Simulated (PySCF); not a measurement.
C2H5BO2 (SMILES C=CB(O)O), singlet, geometry from GFN2-xTB. Base run: M062X/6-31G, TDA in PySCF.

The PySCF input:
```python
from pyscf import gto, scf, dft, tdscf

mol = gto.M(
    atom='''
B     0.22785646    0.40696456    0.20460278
C    -0.66088889   -0.35623061   -0.84764847
C    -0.90746038   -1.65898545   -0.80306477
H    -1.09859335    0.21880443   -1.65918104
H    -1.51957146   -2.16578374   -1.53359994
H    -0.49347226   -2.26642740   -0.01589776
O     0.78664116   -0.27694620    1.22514403
H     1.30842206    0.27188564    1.81183972
O     0.46527194    1.75028914    0.13423991
H     0.05872361    2.21125112   -0.59696702
''',
    basis='6-31g',
    verbose=4,
)

mf = dft.RKS(mol)
mf.xc = 'm062x'
mf.kernel()
td = mf.TDA()
td.nstates = 5
td.kernel()
td.analyze()
```

Each row names what was changed in the base input (with any setting that the change needs).

```
change                 first excitation (eV)  oscillator strength of the first  second (eV)  core-seconds (rough)                outcome
---------------------  ---------------------  --------------------------------  -----------  --------------------  ---------------------
base                                    6.92                             0.003         7.86                   200              converged
nstates = 15                            6.92                             0.003         7.86                   200              converged
functional = pbe0                       6.89                             0.003         7.59                    60              converged
basis = cc-pVDZ                            -                                 -            -                     -  cut at the time limit
functional = camb3lyp                   7.07                             0.003         7.73                    90              converged
basis = def2-SVP                           -                                 -            -                     -  cut at the time limit
```

An iterative solver can miss low states, so a row lists the states that it found.
